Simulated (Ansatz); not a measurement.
**Which is lower?**

The two ends of one reaction step of Si2H8SO, singlet (PBE0-D4/def2-TZVP).

A:

```xyz
12
angstrom
Si 0.2055 0.4437 0.4774
S 0.8408 -1.5814 0.6978
O -0.5726 0.7055 -0.9317
Si -1.5218 -0.0609 -2.0314
H 1.3674 1.3583 0.5117
H -0.7069 0.6664 1.6227
H 1.9869 0.0817 3.2891
H 2.0051 0.7117 3.6900
H 1.8163 -1.4874 -0.2221
H -0.7276 -1.0684 -2.7788
H -2.6596 -0.7359 -1.3555
H -2.0336 0.9666 -2.9693
```

B:

Si1  (0.288, 1.423, 0.891)
S2  (0.593, -2.291, 0.747)
O3  (-0.261, 1.085, -0.607)
Si4  (-1.024, 0.022, -1.585)
H5  (0.261, 2.898, 1.063)
H6  (-0.569, 0.795, 1.931)
H7  (1.000, -1.956, 1.980)
H8  (1.686, 0.948, 1.057)
H9  (1.805, -2.056, 0.222)
H10  (-0.055, -0.947, -2.160)
H11  (-2.081, -0.715, -0.847)
H12  (-1.642, 0.795, -2.692)
(Å)

Ansatz 0.2.0; basis: def2-TZVPP; cores frozen in the correlated methods. B3LYP uses VWN-RPA correlation.

Task: Which structure is lower at CCSD(T), and by how much? (An estimate is asked for; the value comes from the calculation.)

Result: The calculation gives: A, by 0.398 eV (electronic energy, against the other). By their contacts, A is a complex of Si₂H₆SO ([SiH3][O][SiH2][SH]) + H₂ and B is a complex of Si₂H₆O ([SiH3][O][SiH3]) + H₂S.

All methods give the same order:

```tsv
method	E(B) − E(A) (eV)
SPW92	0.416
PBE-D4	0.484
BLYP-D4	0.433
r2SCAN-D4	0.481
B97M-V	0.405
PBE0-D4	0.449
B3LYP-D4	0.400
r2SCAN0-D4	0.450
BHLYP-D4	0.354
CAM-B3LYP-D4	0.352
wB97X-V	0.397
wB97M-V	0.410
B2PLYP	0.417
PBE-QIDH	0.453
RPA on PBE	0.349
HF	0.273
MP2	0.481
CCSD	0.356
CCSD(T)	0.398
```

T1 diagnostic: at most 0.012.

Labels in which every atom is bracketed show which atoms are joined, not bond orders.

For scale, one of the runs: CCSD(T)/def2-TZVPP, 269 basis functions, launched by `ansatz run in.yaml --threads 4 --pin off --events-out ev --progress --plain --max-ram 9574MiB`. Hardware: 4 CPU threads of an Arm Neoverse V2, shared host. Wall time 2.1 min; peak host memory 6.3 GiB.
